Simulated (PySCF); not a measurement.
C₃H₅FOSi, SMILES F[Si@H]1C=CCO1. Atoms are numbered in the order given.

```xyz
11

F      1.7523     0.0800    -1.1671
Si     0.8868     0.0026     0.2084
C     -0.3813     1.3475     0.3500
C     -1.5783     0.7401     0.2568
C     -1.5690    -0.7632     0.1163
O     -0.2344    -1.2355     0.1432
H      1.8900    -0.2120     1.2724
H     -0.2818     2.4302     0.4487
H     -2.5424     1.2624     0.2700
H     -2.0628    -1.0660    -0.8271
H     -2.1419    -1.2325     0.9382
```

Geometry optimised at B3LYP-D3(BJ)/def2-SVP. The structure was generated by enumeration; whether it is a known compound was not checked. One conformer was computed; it need not be the lowest.

The numbers are results of PBE0/pcSseg-1 (PySCF), not measurements.

GIAO shieldings, no solvent; atoms listed in one row are averaged. δ = σ(ref) − σ: ¹⁹F against CFCl3 (σ = 167.2 ppm); ²⁹Si against TMS (σ = 352.7 ppm); ¹³C against TMS (σ = 186.3 ppm); ¹⁷O against H2O (σ = 334.2 ppm); ¹H against TMS (σ = 31.56 ppm), references at their B3LYP-D3(BJ)/def2-TZVP geometries, non-relativistic.

Computed chemical shifts:
| nucleus | atoms | count | δ (ppm) |
|---|---|---|---|
| ¹⁹F | F1 | 1 | -141.5 |
| ²⁹Si | Si2 | 1 | 2.3 |
| ¹³C | C4 | 1 | 170.3 |
| ¹³C | C3 | 1 | 130.8 |
| ¹³C | C5 | 1 | 78.3 |
| ¹⁷O | O6 | 1 | 74.4 |
| ¹H | H9 | 1 | 7.78 |
| ¹H | H8 | 1 | 6.54 |
| ¹H | H7 | 1 | 5.60 |
| ¹H | H10 | 1 | 5.06 |
| ¹H | H11 | 1 | 4.93 |
